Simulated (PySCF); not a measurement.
# Telling isomers of C7H12BF apart by NMR

PySCF calculation with shieldings: GIAO PBE0/pcSseg-1 and structure optimised with PBE0-D3(BJ)/def2-SVP; no solvent model, non-relativistic Hamiltonian, one conformer, fast rotation and ring inversion assumed for equivalent nuclei.

Chemical shifts δ = σref − σ; 1H (σ = 31.27 ppm) and 13C (σ = 184.41 ppm) against TMS, all at this level. Splittings of carbon signals by F and P are missing where no couplings were computed. Where no couplings were computed, multiplicities follow the n + 1 count of equivalent neighbours, and m marks all less simple cases (inequivalent or close neighbours, rings, F or P nearby). Couplings to H on boron are left out. Carbons bonded to boron are broad in practice. Shifts are as computed. Against solution values, carbons near 30 ppm lie about +2 ppm off and those near 130 ppm about +5 ppm. Of 1309 compounds with measured shifts, 239 miss one by over three times the rms of a fit or turn the order of signals round; such compounds aren't used in these exercises.

(1) Tabulate the signals of `B[C@@H]1CCC=C[C@@]1(C)F`, `F/C=C/[C@@H]1CBCCC1` and their relative energies.

(2) What is the quickest way to tell B[C@@H]1CCC=C[C@@]1(C)F from F/C=C/[C@@H]1CBCCC1?

## Answers

(1) 
| SMILES | carbon types | δC | δH | E rel. (kcal/mol) |
| --- | --- | --- | --- | --- |
| B[C@@H]1CCC=C[C@@]1(C)F | 1×C 3×CH 2×CH2 1×CH3 | 142.3, 137.0, 91.8, 57.2, 29.5, 28.5, 27.7 | 7.68 (br, 2H), 6.07 (m, 1H), 5.89 (m, 1H), 2.23 (m, 1H), 2.19 (m, 1H), 2.00 (m, 1H), 1.69 (m, 1H), 1.42 (m, 3H), 0.99 (m, 1H) | 5.5 |
| F/C=C/[C@@H]1CBCCC1 | 3×CH 4×CH2 | 157.4, 125.7, 37.6, 34.1, 32.4, 30.3, 25.4 | 7.61 (br, 1H), 6.55 (m, 1H), 5.72 (m, 1H), 2.14 (m, 1H), 2.13 (m, 1H), 2.12 (m, 1H), 1.84 (m, 1H), 1.72 (m, 1H), 1.46 (m, 1H), 0.97 (m, 1H), 0.77 (m, 1H), 0.49 (m, 1H) | 0.0 |

Energies are electronic energies at PBE0/pcSseg-1 on these geometries, without zero-point or thermal terms, each for the one conformer computed, which needn't be the lowest.

(2) Both give the same number of carbon signals, but DEPT or the intensities differ. The first has an allylic fully substituted sp3 carbon bonded to F (C) at 91.8 ppm, the second an allylic sp3 CH at 34.1 ppm. Their most deshielded carbons lie at 142.3 and 157.4 ppm.
